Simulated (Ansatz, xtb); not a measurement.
**ClFH3Si2: where a starting geometry ends**

The starting geometry of this gas-phase doublet has its atoms placed at random.

```xyz
7

Cl    0.8806   -0.0175    1.0292
F    -0.5216    1.3430   -1.1966
Si   -1.5086   -0.2717   -0.6427
Si    1.0698   -0.7904   -1.0619
H     0.4522   -1.4329    0.6490
H     0.1323   -0.8809   -1.8834
H    -0.0536   -0.8652    1.8795
```

**Question.** Guess where an optimisation with r2SCAN-D4/def2-SVP ends from this start.

**Answer.** It falls apart into FH2Si2 + ClH. Distances that change by over a tenth: Cl1–H7 (1.52 → 1.29 Å), Si4–H6 (1.25 → 1.69 Å). Contacts that open: Cl1–Si4 (2.24 → 3.33 Å), Cl1–H5 (1.53 → 3.28 Å). Contacts that close: F2–Si3 (1.97 → 1.64 Å), Si3–Si4 (2.66 → 2.27 Å), Si3–H6 (2.15 → 1.75 Å), Si4–H5 (1.93 → 1.53 Å).

The energy falls by 8.44 eV over 31 steps:

| step | E − E(last) (eV) |
| --- | --- |
| 1 | 8.435 |
| 4 | 1.967 |
| 8 | 0.605 |
| 11 | 0.066 |
| 14 | 0.009 |
| 18 | 0.005 |
| 21 | 0.001 |
| 24 | 0.000 |
| 28 | 0.000 |
| 31 | 0.000 |

Final geometry (Å):

```xyz
7

Cl    1.5262   -0.0614    2.4981
F    -1.3015    1.2739   -2.4056
Si   -1.2467    0.1213   -1.2458
Si    0.8525   -0.5756   -0.7254
H     0.2165   -1.7555    0.0076
H    -0.1566   -1.0197   -2.0121
H     0.5607   -0.8986    2.6563
```

From the same start GFN2-xTB ends elsewhere, in pieces: FH2Si2 + ClH.

From so rough a start the end depends on the optimiser's path, so another program may land elsewhere. No frequencies were run, so the end isn't proven a minimum. Open shells are spin-unrestricted. Run with Ansatz 0.2.0, 2.5 min on 1 thread of Intel(R) Xeon(R) 6975P-C (Granite Rapids), with other jobs on the host.
